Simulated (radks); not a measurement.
The numbers below are computed, except where a source is named.
Task: Spherical quantum dot in the effective-mass picture: electrons in a parabolic well V = omega^2 r^2 / 2 with omega = 0.128, with a point charge +1 (a donor) at the centre, all in effective atomic units (hartree* = m*/eps^2 hartree, bohr* = eps/m* bohr), one dielectric constant everywhere. Level of theory: non-relativistic Kohn-Sham, LDA (Slater exchange, Perdew-Wang correlation), spin-polarised, spherical densities (a radial shooting solver with Libxc functionals). Levels are named by radial order and angular momentum (1s, 1p, 1d, 2s, ...), and open shells are averaged over m. Each electron was tried in the lowest free levels, single moves between levels near the top were tried too, and the lowest total energy was kept; such a search can miss a lower state. Give the order in which the levels fill up to N = 43, the shell closures and the spin along the way.

Result: Shells are first occupied in the order 1s, 1p, 2s, 1d, 1f, 2p, 3s, 1g. Open shells at each N (closed shells left out): 1: 1s(up 1, down 0); 2: none; 3: 1p(up 1, down 0); 4: 1p(up 2, down 0); 5: 1p(up 3, down 0); 6: 1p(up 3, down 0) 2s(up 1, down 0); 7: 1p(up 3, down 1) 2s(up 1, down 0); 8: 1p(up 3, down 2) 2s(up 1, down 0); 9: 2s(up 1, down 0); 10: none; 11: 1d(up 1, down 0); 12: 1d(up 2, down 0); 13: 1d(up 3, down 0); 14: 1d(up 4, down 0); 15: 1d(up 5, down 0); 16: 1d(up 5, down 1); 17: 1d(up 5, down 2); 18: 1d(up 5, down 3); 19: 1d(up 5, down 4); 20: none; 21: 1f(up 1, down 0); 22: 1f(up 2, down 0); 23: 1f(up 3, down 0); 24: 1f(up 4, down 0); 25: 1f(up 5, down 0); 26: 1f(up 6, down 0); 27: 1f(up 7, down 0); 28: 1f(up 7, down 1); 29: 1f(up 7, down 2); 30: 1f(up 7, down 3); 31: 1f(up 7, down 4); 32: 1f(up 7, down 5); 33: 1f(up 7, down 6); 34: none; 35: 2p(up 1, down 0); 36: 2p(up 2, down 0); 37: 2p(up 3, down 0); 38: 2p(up 3, down 0) 3s(up 1, down 0); 39: 2p(up 3, down 0) 1g(up 1, down 0) 3s(up 1, down 0); 40: 2p(up 3, down 0) 1g(up 2, down 0) 3s(up 1, down 0); 41: 2p(up 3, down 0) 1g(up 3, down 0) 3s(up 1, down 0); 42: 2p(up 3, down 0) 1g(up 4, down 0) 3s(up 1, down 0); 43: 2p(up 3, down 0) 1g(up 5, down 0) 3s(up 1, down 0). All shells are closed at N = 2, 10, 20, 34 (there: 1s2 1p6 1d10 2s2 1f14). Largest 2S: 9, at N = 43.
